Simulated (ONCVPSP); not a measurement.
**What one change does to a pseudopotential (gold (Au), ONCV)**

- Element: gold
- Generator: ONCVPSP 4.0.1
- Type: optimised norm-conserving Vanderbilt (ONCV)
- Functional: LDA (Perdew-Wang 92)
- Relativity: fully relativistic
- Frozen core: [Kr] 4d10 4f14
- Valence charge: 19
- Reference configuration: 5s2 5p6 5d9 (charge +2)
- Partial waves: 5s: rc 1.65 bohr, ncon 4, nbas 9, qcut 7.3 1/bohr, 3 projectors, debl 3.8 Ha; 5p: rc 1.35 bohr, ncon 4, nbas 7, qcut 12.5 1/bohr, 3 projectors, debl 1.6 Ha; 5d: rc 1.65 bohr, ncon 4, nbas 8, qcut 8.3 1/bohr, 1 projector
- Local potential: polynomial inside 1.35 bohr (lpopt 3, dvloc0 0 Ha)
- Core correction: Teter function, fcfact 1.75, rcfact 1.7

Open shells are filled in proportion to 2j + 1.

In the s channel the program set the typed energies aside and used -4.783, 0.050, 3.850 Ha. In the p channel the program set the typed energies aside and used -2.832, 0.250, 1.850 Ha (j = l + 1/2; the other j can differ).

All-electron outer shells of the reference configuration (LDA (PZ), scalar-relativistic, ld1.x):

| shell | level (eV) | outermost node (bohr) | outermost maximum (bohr) |
| --- | --- | --- | --- |
| 4f | -103.37 | – | 0.37 |
| 5p | -81.61 | 0.52 | 0.96 |
| 5d | -27.63 | 0.56 | 1.20 |

Change: d: qcut 12.2.

Cutoffs: the cutoffs (Ha) at which the residual kinetic energy of the hardest occupied pseudo-wave falls to 1 and 0.1 mHa per electron; they do not see the model core or the augmentation charge, which bear on the density cutoff. Errors are all-electron minus pseudo energies relative to the spin-unpolarised reference configuration.

Question: What does the change do?

Answer: The potential gets neither clearly harder nor softer (48 Ha and 57 Ha → 48 Ha and 57 Ha); the p channel sets the loose cutoff, while the largest relative change is in d, which becomes harder; of the 4 tests that both files solve, the error grows in 1 and shrinks in 0 by more than 15 % and 0.3 meV (median size 1.9 → 2.3 meV); neither file shows a bound ghost.

| quantity | base | changed |
| --- | --- | --- |
| cutoff, loose | 48 Ha | 48 Ha |
| cutoff, tight | 57 Ha | 57 Ha |
| loose cutoff by channel | s 19 Ha, p 48 Ha, d 22 Ha | s 19 Ha, p 48 Ha, d 30 Ha |
| bound ghosts | none | none |
| GHOST(+) flags under 300 eV | none | none |
| error for 5s2 5p6 5d10 6s1, meV [ΔE -31.31 eV] | -1.6 | -2.0 |
| error for 5s2 5p6 5d10, meV [ΔE -21.52 eV] | -0.3 | -0.6 |
| error for 5s2 5p6 5d8, meV [ΔE 34.17 eV] | -2.2 | -2.5 |
| error for 5s2 5p6 5d9 6s2, meV [ΔE -29.68 eV] | -13 | -13 |
| s: phases at 1.67 bohr within 0.05 rad from the reference energy up to (Ha; the scan ends near 5) | to the end of the scan | to the end of the scan |
| p3/2: phases at 1.37 bohr within 0.05 rad from the reference energy up to (Ha; the scan ends near 5) | to the end of the scan | to the end of the scan |
| p1/2: phases at 1.37 bohr within 0.05 rad from the reference energy up to (Ha; the scan ends near 5) | to the end of the scan | to the end of the scan |
| d5/2: phases at 1.67 bohr within 0.05 rad from the reference energy up to (Ha; the scan ends near 5) | 2.5 | 2.7 |
| d3/2: phases at 1.67 bohr within 0.05 rad from the reference energy up to (Ha; the scan ends near 5) | 2.5 | 2.7 |
| rms error of d²Exc/dni dnj with the model core, mHa | 5.62 | 5.63 |
